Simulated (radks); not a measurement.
Results of a calculation; reference values are marked as such.
Problem. These are the eigenvalues of the occupied orbitals of an atom or ion with whole-number occupations (hartree). Code: a radial shooting solver on a logarithmic mesh with Libxc functionals. Model: non-relativistic Kohn-Sham, exchange-only PBE, spin-polarised, spherical densities, point nucleus.

| orbital | eigenvalue |
|---|---|
| 1s | -2213.880 |
| 2s | -362.7004 |
| 2p | -347.2613 |
| 3s | -83.02715 |
| 3p | -75.92386 |
| 3d | -62.68621 |
| 4s | -17.36613 |
| 4p | -14.43882 |
| 4d | -9.12854 |
| 5s | -3.46706 |
| 5p | -2.64253 |
| 4f | -2.30754 |

Which element is it, and in what charge state? The configuration may be excited. Open shells, if any, are filled with parallel spins first.

Solution. Z = 72, hafnium, charge +4: Hf4+ in [Xe] 4f14. The list shows which subshells hold electrons but not how many an open one holds; the 1s level, -2213.9 hartree, gives Z - s = 66.5 by -(Z - s)^2/2, which with screening narrows Z to a few neighbours, and the depths of the outer levels then fix element, charge and occupations together.
